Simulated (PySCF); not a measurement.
Here is a computed PBE0-D3(BJ)/def2-SVP geometry (Å):
```
atom  x, y, z in Å
C1     3.739    0.436   -0.014
C2     2.768   -0.255    0.594
Si3    1.204   -0.770   -0.274
S4    -0.435    0.211    0.722
Si5   -2.096   -0.804   -0.203
C6    -3.654    0.032    0.408
H7     3.667    0.735   -1.066
H8     4.653    0.737    0.510
H9     2.893   -0.520    1.652
H10    0.992   -2.249   -0.203
H11    1.281   -0.363   -1.710
H12   -2.076   -2.253    0.166
H13   -1.978   -0.711   -1.691
H14   -4.545   -0.439   -0.036
H15   -3.649    1.098    0.135
H16   -3.728   -0.044    1.504
```

Neutral, closed shell.

Problem. Read off the bonds between heavy atoms and their formal orders.

Solution. C1–C2 1.34 Å (double); C2–Si3 1.86 Å (single); Si3–S4 2.15 Å (single); S4–Si5 2.16 Å (single); Si5–C6 1.87 Å (single). Bonds to hydrogen (Å): C1–H7 1.10; C1–H8 1.10; C2–H9 1.10; Si3–H10 1.50; Si3–H11 1.49; Si5–H12 1.50; Si5–H13 1.50; C6–H14 1.10; C6–H15 1.10; C6–H16 1.10.

Problem. Write the SMILES.

Solution. `C=C[SiH2]S[SiH2]C`, C3H10SSi2. Among its features: C=C double bond, Si–H bond and C–Si bond.

Problem. Name the point group.

Solution. C1 (no symmetry element, even within 0.4 Å).

Problem. Describe the place of each heavy atom.

Solution. C1: terminal =CH2 carbon; C2: alkene CH carbon; Si3: SiH2 silicon; S4: sulfur bonded to 2 Si; Si5: SiH2 silicon; C6: Si-methyl carbon.

Problem. What is the arrangement about S4?

Solution. It has 2 neighbours (Si3, Si5) and is bent (angle 100.0°).

Problem. What is the arrangement about C2?

Solution. It has 3 neighbours (C1, Si3, H9) and is planar (angles 122.7°, 118.7° and 118.6°, sum 360.0°, 0.00 Å off the plane of its three neighbours).
